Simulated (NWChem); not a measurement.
CH$_{5}$AlO$_{3}$; SMILES [O]([Al]([OH])[OH])C

```xyz
10

Al     0.0543     0.4971     0.0000
O      1.2060     1.7416     0.0000
H      2.1513     1.5854     0.0000
O     -1.5988     0.8709     0.0000
H     -1.9398     1.7661     0.0000
O      0.5539    -1.1144     0.0000
C     -0.0240    -2.3766     0.0000
H      0.2927    -2.9518    -0.8889
H      0.2927    -2.9518     0.8889
H     -1.1293    -2.3469     0.0000
```
Atoms are numbered in this order, from 1.

Computed with NWChem. Pople sets run with spherical d functions. The geometry was optimised at PBE0/def2-SVP. GIAO values for the isolated, static molecule; σ is the absolute isotropic shielding, δ = σ(reference) − σ with the isolated reference molecule computed at the same levels (1H: tetramethylsilane, 17O: water).

```json
[
 {"level": "PBE0/pcSseg-1", "σ Al1 (ppm)": "476.4", "δ O2 (ppm)": "3.4", "δ H3 (ppm)": "1.03", "δ O4 (ppm)": "-1.4", "δ H5 (ppm)": "1.04", "δ O6 (ppm)": "-7.3", "δ H8 (rotor mean) (ppm)": "3.85"},
 {"level": "B3LYP/6-311G**", "σ Al1 (ppm)": "473.7", "δ O2 (ppm)": "8.9", "δ H3 (ppm)": "0.81", "δ O4 (ppm)": "1.0", "δ H5 (ppm)": "0.74", "δ O6 (ppm)": "2.8", "δ H8 (rotor mean) (ppm)": "3.82"},
 {"level": "PBE/pcSseg-1", "σ Al1 (ppm)": "___", "δ O2 (ppm)": "9.2", "δ H3 (ppm)": "___", "δ O4 (ppm)": "___", "δ H5 (ppm)": "___", "δ O6 (ppm)": "___", "δ H8 (rotor mean) (ppm)": "___"}
]
```

Some entries are withheld; supply them.


- PBE/pcSseg-1, σ Al1 (ppm): 462.4
- PBE/pcSseg-1, δ H3 (ppm): 0.92
- PBE/pcSseg-1, δ O4 (ppm): 3.2
- PBE/pcSseg-1, δ H5 (ppm): 0.89
- PBE/pcSseg-1, δ O6 (ppm): 5.7
- PBE/pcSseg-1, δ H8 (rotor mean) (ppm): 4.02
